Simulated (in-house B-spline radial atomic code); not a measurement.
Values are calculated unless marked as measured or tabulated.
Correlation energy from the adiabatic connection: −Z exp(−kr)/r, Z = 4.08, k = 0.698

Two electrons in a singlet, external potential −Z exp(−kr)/r, Z = 4.08, k = 0.698 (atomic units). Full CI in B-splines (partial waves to l = 8, correlation up to 0.6 % small) with the density held fixed gives W(λ) = <V_ee>_λ − U, and E_c is the integral of W(λ) − W(0) from 0 to 1.

```
   λ  W(λ) − W(0) (hartree)
   0                0.00000
0.02               -0.00189
0.05               -0.00471
0.12               -0.01123
0.25               -0.02310
 0.4               -0.03642
 0.6               -0.05357
 0.8               -0.07008
   1               -0.08597
```

Q: Integrate the table by the trapezoid rule.

A: The strips give -0.00002, -0.00010, -0.00056, -0.00223, -0.00446, -0.00900, -0.01237, -0.01560, which sum to -0.04434 hartree. The direct value, W(1) − W(0) + T_c with T_c = 0.04159, is -0.04438; the curve is convex, so chords lie above it and the trapezoids fall short in size by 0.09 %.

Q: Now use only three numbers: W(0) = -2.2583, the initial slope W'(0) = -0.09478 (extrapolated from the first points) and the strong-coupling limit of the point-charge-plus-continuum model, W∞ = -3.2157. What do second-order theory and the interpolation W(λ) = W∞ + (W(0) − W∞)/√(1 + 2χλ) of Seidl, Perdew and Levy give?

A: Second order keeps the slope alone: E_c = W'(0)/2 = -0.04739, +7 % in size against -0.04438. Matching the slope fixes χ = W'(0)/(W∞ − W(0)) = -0.09478/(-0.95740) = 0.09900. Integrating, with s = √(1 + 2χ) = 1.094529, E_c = −(W(0) − W∞)(s − 1)/(s + 1) = −0.95740 × 0.094529/2.094529 = -0.04321 hartree, -2.6 % in size against the full result. At λ = 1 the formula gives W − W(0) = -0.08269 against -0.08597. Part of the miss can come from the model's W∞.
